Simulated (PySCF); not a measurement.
# Run times: manganese in x2c-QZVPPall-2c

Measured wall times of calculations with PySCF 2.14 in x2c-QZVPPall-2c, with two-component X2C-1e, run from one Python driver. Hardware: 1 thread of Intel(R) Xeon(R) 6975P-C on a shared host, 1.3 GiB allowed. The two-electron integrals over 109 functions were computed once and kept in memory (2.5 CPU seconds with the set-up); the times below exclude them.

Launch command (the driver calls PySCF for each step listed in the task file):

```bash
OMP_NUM_THREADS=1 python sorun2.py TASK.json OUT
```

```tsv
species	step	iterations	wall time (s)
Mn³⁺ [Ar] 3d4	GHF, spin-free	8	4.3
Mn³⁺ [Ar] 3d4	GMP2 (12 electrons), spin-free		1.3
Mn³⁺ [Ar] 3d4	GHF, screened spin-orbit	15	11
Mn³⁺ [Ar] 3d4	GMP2 (12 electrons), screened spin-orbit		0.56
Mn⁴⁺ [Ar] 3d3	GHF, spin-free	7	3.6
Mn⁴⁺ [Ar] 3d3	GMP2 (11 electrons), spin-free		0.5
Mn⁴⁺ [Ar] 3d3	GHF, screened spin-orbit	14	14
Mn⁴⁺ [Ar] 3d3	GMP2 (11 electrons), screened spin-orbit		0.51
```

Peak memory of the process: 0.43 GiB. Times on a shared host vary from run to run.
